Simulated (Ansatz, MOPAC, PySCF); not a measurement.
Donor–acceptor adduct: AlH3 (SMILES [AlH3]) (first 4 atoms) with H2S (SMILES S); geometry from B3LYP-D3(BJ)/def2-TZVP, rigid monomers moved along the line of their centres of mass till Al1···S5 is 2.96 Å.
(charge 0, multiplicity 1):
```
atom    x (Å)    y (Å)    z (Å)
----  -------  -------  -------
Al    -0.2520  -0.1264   0.4923
H     -1.0017  -1.4932   0.8004
H     -1.1170   1.1968   0.3387
H      1.1968  -0.1837  -0.1560
S      0.6987   0.4818   3.2313
H      1.2046  -0.7269   3.5335
H     -0.4482   0.2460   3.8924
```

Counterpoise-corrected where a basis set is named; no monomer relaxation. Rows marked so take none.

Rows in LANL2DZ carry no dispersion term and start afresh at each structure. LANL2DZ brings its own core potentials from Na on. The state reached by PM7 isn't checked; PM7 holds dispersion and hydrogen-bond terms.

Codes used: Ansatz (a quantum-chemistry and plane-wave program) with Gaussian orbitals; MOPAC for PM7 (differences of heats of formation); PySCF for LANL2DZ rows, the dispersion terms. Each number belongs to the level named beside it.

Problem. One of these levels gives -10.04 kcal/mol for the interaction energy. Which?
A) B3LYP/LANL2DZ (no counterpoise)
B) PBE-D4/def2-TZVPPD
C) PM7
D) B3LYP-D3(BJ)/def2-TZVPPD

Solution. A, B3LYP/LANL2DZ (no counterpoise). The others give -23.70 (PM7), -13.55 (PBE-D4/def2-TZVPPD), -12.44 (B3LYP-D3(BJ)/def2-TZVPPD)
